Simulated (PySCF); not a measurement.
Below is a simulated gas-phase Cl 2p photoelectron spectrum of Ti(NH2)Cl3, `[NH2][Ti]([Cl])([Cl])[Cl]`.

Every computed line was given a Gaussian of 0.8 eV full width at half maximum and an area set by the number of equivalent atoms (split 2:1 within a doublet); the highest printed point is 100. Level of theory: PySCF, delta-SCF UKS SCAN, pcX-2 on the ionised atom (unc-x2c-TZVPall on a metal), pcseg-1 elsewhere, spin-free X2C.

binding energy (eV), intensity and a bar:
```
    204.6          0 
    204.7          1 
    204.8          2 
    204.9          4 #
    205.0          7 ##
    205.1         14 ####
    205.2         23 #######
    205.3         37 ###########
    205.4         54 ################
    205.5         71 #####################
    205.6         87 ##########################
    205.7         97 #############################
    205.8        100 ##############################
    205.9         94 ############################
    206.0         81 ########################
    206.1         64 ###################
    206.2         47 ##############
    206.3         31 #########
    206.4         19 ######
    206.5         12 ###
    206.6          8 ##
    206.7          7 ##
    206.8         10 ###
    206.9         15 ####
    207.0         22 #######
    207.1         31 #########
    207.2         40 ############
    207.3         46 ##############
    207.4         50 ###############
    207.5         49 ###############
    207.6         44 #############
    207.7         37 ###########
    207.8         28 ########
    207.9         19 ######
    208.0         12 ####
    208.1          7 ##
    208.2          4 #
    208.3          2 #
    208.4          1 
    208.5          0 
    208.6          0
```

Problem. How many maxima does the curve show, and how many computed lines lie under it?

Solution. The curve has 2 maxima (at 205.8 and 207.4 eV). Under it lie 2 lines from 1 inequivalent chlorine site, drawn as a 2p3/2, 2p1/2 pair.

Problem. Decompose the envelope and assign each component. Bonds: Ti1–N2, Ti1–Cl5, Ti1–Cl6, Ti1–Cl7. Hydrogens: H3, H4 on N2.

Solution. 
```tsv
position (eV)	relative area	line	atoms	environment
205.78	2.00	Cl 2p3/2	Cl5/Cl6/Cl7	chlorine bonded to Ti
207.43	1.00	Cl 2p1/2	Cl5/Cl6/Cl7	chlorine bonded to Ti
```

The curve has no shake-up lines and no vibrational structure. Topologically equivalent atoms share the value of their first member; where this conformer doesn't relate them by symmetry, their own values could differ. 2p3/2 and 2p1/2 are the ΔSCF energy of one spin-free 2p hole plus the eigenvalues of a spin–orbit and ligand-field matrix of the shell. 2p1/2 minus 2p3/2 (ligand field included): Cl 1.65 eV. Geometry: PBE0-D3(BJ)/def2-SVP; no solvent, vibrations or thermal averaging. Metal 2p energies of this one-determinant scheme are less reliable than its 1s energies.
